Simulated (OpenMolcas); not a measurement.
**V2+: ligand-field states by method**

V2+ with its 6 nearest fluoride ions at 2.074 Å, on the Zn site of KZnF3 (a = 4.054 Å, distance in the model lattice 2.027 Å). The rest of the host is ab initio model potentials to 7.6 Å, with orthogonalisation functions on the cations behind the ligands, and point charges beyond; the distance is set by hand and nothing relaxes. Ligand basis ANO-RCC-VDZP.
```
V     0.0000    0.0000    0.0000
F     2.0740    0.0000    0.0000
F     0.0000    2.0740    0.0000
F    -2.0740    0.0000    0.0000
F     0.0000   -2.0740    0.0000
F     0.0000    0.0000    2.0740
F     0.0000    0.0000   -2.0740
```

```yaml
Program: OpenMolcas
Basis: ANO-RCC-VDZP [5s4p2d1f]
Scalar_Hamiltonian: DKH2, point nucleus
Active_space: 3 electrons in 5 orbitals (3d)
State_averaging: 2S+1 = 4 even, 10 roots; 2S+1 = 2 even, 40 roots
Spin-orbit_coupling: state interaction with AMFI integrals over the reference wave functions
```

I. CASSCF
II. SS-CASPT2, IPEA 0.25 Eh, imaginary shift 0.1 Eh (closed shells correlated: 3s 3p and the ligand valence shells)

Spin-free states (labels of O, the rotations of Oh) in cm-1, each column counted from its own energy of the first state listed:

```json
{"State": "4A2", "Degeneracy": "1", "I": "0", "II": "0"}
{"State": "4T2", "Degeneracy": "3", "I": "11679", "II": "12850"}
{"State": "2E", "Degeneracy": "2", "I": "16748", "II": "13950"}
{"State": "2T1", "Degeneracy": "3", "I": "17575", "II": "14850"}
{"State": "4T1", "Degeneracy": "3", "I": "18923", "II": "19010"}
{"State": "2T2", "Degeneracy": "3", "I": "23560", "II": "19830"}
{"State": "2A1", "Degeneracy": "1", "I": "25780", "II": "23460"}
{"State": "2T2", "Degeneracy": "3", "I": "28857", "II": "27470"}
{"State": "2T1", "Degeneracy": "3", "I": "29436", "II": "27750"}
{"State": "4T1", "Degeneracy": "3", "I": "30731", "II": "29510"}
{"State": "2E", "Degeneracy": "2", "I": "31207", "II": "28320"}
{"State": "2T1", "Degeneracy": "3", "I": "35097", "II": "32610"}
{"State": "2T2", "Degeneracy": "3", "I": "41149", "II": "38930"}
{"State": "2T1", "Degeneracy": "3", "I": "41274", "II": "41370"}
{"State": "2A2", "Degeneracy": "1", "I": "44480", "II": "39550"}
{"State": "2T2", "Degeneracy": "3", "I": "46110", "II": "42150"}
{"State": "2E", "Degeneracy": "2", "I": "48941", "II": "46930"}
{"State": "2T1", "Degeneracy": "3", "I": "52082", "II": "49030"}
{"State": "2E", "Degeneracy": "2", "I": "68120", "II": "61960"}
{"State": "2T2", "Degeneracy": "3", "I": "71245", "II": "65740"}
```

From I to II, I's first state of the same spin (4T2) moves from 11679 to 12850 cm-1, by about +1200 cm-1.

From I to II, I's first state of another spin (2E) moves from 16748 to 13950 cm-1, by about -2800 cm-1.

I: A least-squares ligand-field fit to the states below 45000 cm-1, each weighted by its degeneracy and with a free common offset, gives 10Dq = 12123 cm-1, B = 935 cm-1 and C = 3517 cm-1 (C/B = 3.76), with an rms deviation of 190 cm-1. The same method and metal basis give the free ion B = 954 cm-1 (fit to its terms below 60000 cm-1, rms deviation 86 cm-1), so the nephelauxetic ratio is β = 935 / 954 = 0.98; it hangs on how both fits weigh the states, and computed free-ion B values tend to be too large, so β mixes covalency with correlation.

χT at 300 K: I 1.85, II 1.86 cm3 K/mol.

Roots that are degenerate in the reference are averaged as groups; the widest CASPT2 spread within a group is 50 cm-1 (the 3-fold group of multiplicity 2 near 27700 cm-1 above the lowest state of its run, II). Shifts and gaps below about the spread of the groups concerned are not significant. Over all roots computed the reference weight is 0.74 to 0.75 in II; a low but even weight reflects the number of correlated electrons. Ligand-to-metal charge-transfer states are missing. With no ligand orbital active B as a rule stays too high, so bands that hang on it stand too high and its fall with covalency is understated. Without dynamic correlation the repulsion within the d shell is too large (B by tens of per cent), so at a given field states of lower spin stand too high (holds for I). With metal d orbitals alone and no dynamic correlation 10Dq can be off by a tenth to a fifth, either way, in oxide and fluoride hosts (holds for I). With one d shell and no ligand orbital active, 10Dq can be off by tens of per cent for divalent 3d ions, low with halides held by bare charges and at times high in hosts (holds for II). Free-ion shares, where given, are those of the reference states; single-state CASPT2 does not remix them (holds for II). No measured value stands beside these numbers; the geometry was set by hand and not optimised.
